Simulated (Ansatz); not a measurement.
A single point on CH7GaSSi (`S[SiH2][CH2][GaH2]`).

```yaml
crystal:
  periodic: [false, false, false]
  atoms:
    - {symbol: S, position_ang: [-1.339217, 2.640012, 0.423698]}
    - {symbol: Si, position_ang: [0.131722, 1.080626, 0.417552]}
    - {symbol: C, position_ang: [-0.478056, -0.538628, -0.257996]}
    - {symbol: Ga, position_ang: [0.828589, -2.005601, -0.085125]}
    - {symbol: H, position_ang: [-1.489079, 2.653469, -0.911802]}
    - {symbol: H, position_ang: [0.503580, 0.960365, 1.851861]}
    - {symbol: H, position_ang: [1.330371, 1.517198, -0.348909]}
    - {symbol: H, position_ang: [-0.714732, -0.399250, -1.317663]}
    - {symbol: H, position_ang: [-1.394129, -0.807058, 0.276379]}
    - {symbol: H, position_ang: [1.865987, -2.262427, -1.235197]}
    - {symbol: H, position_ang: [0.820366, -2.895706, 1.207704]}
basis:
  gaussian: {orbitals: def2-TZVPP}
hamiltonian: {xc: pbe}
correlation: {method: rpa}
```

```sh
$ ansatz run in.yaml --threads 4 --pin off --events-out ev --progress --plain --max-ram 10444MiB
```

It prints (some lines left out):

```
Functional definition: PBE
1511 factors; integrals over basis functions are off by at most 1.3e-3 eV
mean field evaluation 1: about -72213.4234 eV, gradient 7.6e1 eV
mean field evaluation 2: about -72213.4113 eV, gradient 7.6e1 eV
mean field evaluation 4: about -72223.5369 eV, gradient 2.3e1 eV
mean field evaluation 8: about -72225.2304 eV, gradient 7.6e-1 eV
mean field evaluation 16: about -72225.2313 eV, gradient 4.4e-4 eV
mean field -72225.23131859 eV, -2654.2282949379 hartree, gradient 2.8e-6 eV, S^2 0.000000; 0 other end points of the search recorded, 0 dependent functions left out
20 core orbitals not correlated: weight in the atoms' cores, before any rotation towards them, 1.000 or more for the frozen orbitals, at most 0.000 for the correlated occupied ones
reference -72154.99009719 eV, -2651.6469776628 hartree; 17, 17 occupied and 224, 224 virtual orbitals, 1511 factors
Total energy: -72188.49127577 eV, -2652.8781232677 hartree
```

It took 2.1 s on 4 threads of an AMD EPYC 9R45 on a shared host, with 0.64 GiB of host memory at the peak.
